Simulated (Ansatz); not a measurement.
System: CdF, charge 0, multiplicity 2. The spin state was set by rule; other spins were not relaxed. 
Geometry from a B3LYP-D3(BJ)/def2-TZVP (Ansatz, a first-principles code) optimisation:
```
Cd
F 1 2.0197
```
Charge 0, spin multiplicity 2.

Wanted: atomisation energy (electronic, to ground-state atoms), in kJ/mol. Valence correlation only, unless marked. Open shells are spin-unrestricted. Spin-orbit coupling is left out. Frozen are the shells of the preceding noble gas and the d and f shells that filled before the atom's block. Past Kr the def2 sets carry scalar-relativistic core potentials. STO-3G rows are all-electron and non-relativistic. The coupled-cluster limit lacks core correlation, which all-electron functionals hold. Basis-set limits of correlation are two-point, X^-3; Hartree-Fock from the larger set.

```csv
level,program,atomisation energy (kJ/mol)
SVWN5/def2-TZVPD,Ansatz,…
r2SCAN/def2-TZVPD,Ansatz,255.9
r2SCAN-D3(BJ)/def2-TZVPD,Ansatz + dftd3,256.3
PBE0-D3(BJ)/def2-TZVPD,Ansatz + dftd3,…
PBE0-D4/def2-TZVP,Ansatz + dftd4,230.6
BHLYP-D3(BJ)/def2-TZVPD,Ansatz + dftd3,205.8
BHLYP/def2-TZVPD,Ansatz,203.5
HSE06-D3(BJ)/def2-TZVPD,Ansatz + dftd3,235.5
HSE06/def2-TZVPD,Ansatz,234.6
CAM-B3LYP-D4/def2-TZVPD,Ansatz + dftd4,245.0
LC-wPBE/def2-TZVPD,Ansatz,…
RPA@PBE/def2-TZVPP,Ansatz,…
SCS-MP2/STO-3G,Ansatz,146.5
SCS-MP2/def2-TZVPP,Ansatz,223.5
CCSD/def2-TZVPP,Ansatz,212.7
"CCSD(T)/CBS(def2-TZVPPD,def2-QZVPPD)",Ansatz,240.5
```

Question: Complete the blanks.

Answer: 
- SVWN5/def2-TZVPD, atomisation energy (kJ/mol): 311.0
- PBE0-D3(BJ)/def2-TZVPD, atomisation energy (kJ/mol): 235.9
- LC-wPBE/def2-TZVPD, atomisation energy (kJ/mol): 280.9
- RPA@PBE/def2-TZVPP, atomisation energy (kJ/mol): 187.5
